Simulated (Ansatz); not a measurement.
Stepwise reaction of `O[SiH2][SiH2][SiH3]` with water, as a gas-phase model of exchange steps in deposition or etching. ΔE in kJ/mol; ΔG adds harmonic PBE0-D4 terms to CCSD(T)/CBS, at 1 bar.

Program: Ansatz. Geometries: PBE0-D4/def2-TZVP. ΔE: electronic, gas phase. CCSD(T)/CBS adds triple-zeta CCSD(T) − MP2 to the extrapolated MP2 energy (def2 sets, frozen cores). This one scheme is used for every species. DFT in def2-TZVPP. B3LYP here is the variant with VWN-RPA as its local correlation; programs differ in this. One conformer a species, not always the lowest.

| step | reaction | PBE-D4 | B3LYP-D4 | ωB97M-V | CCSD(T)/CBS | ΔG(600 K) |
| --- | --- | --- | --- | --- | --- | --- |
| 2 | `O[SiH2][SiH3]` + H₂O → `O[SiH3]` + `O[SiH3]` | -65.5 | -88.7 | -93.8 | -88.0 | -93.9 |

Q: Give the row of step 1, `O[SiH2][SiH2][SiH3]` + H₂O → `O[SiH2][SiH3]` + `O[SiH3]`. (Best estimate.)

A: Ansatz gave: 
```csv
step,reaction,PBE-D4,B3LYP-D4,ωB97M-V,CCSD(T)/CBS,ΔG(600 K)
1,`O[SiH2][SiH2][SiH3]` + H₂O → `O[SiH2][SiH3]` + `O[SiH3]`,-52.9,-75.4,-79.5,-72.5,-78.8
```

Q: By hand: ΔE of the 2 steps together at CCSD(T)/CBS.

A: (-72.5) + (-88.0) = -160.5 kJ/mol, or -80.2 kJ/mol a step.

In ΔE each step is lower than the one before. All are downhill at CCSD(T)/CBS. ΔG lies between -93.9 and -78.8 kJ/mol a step. PBE-D4 differs from CCSD(T)/CBS by 19.6 to 22.5 kJ/mol a step. Only this route is followed, and other bonds may react first. Isolated molecules leave out the surface, adducts and barriers. Largest T1 diagnostic: 0.013.
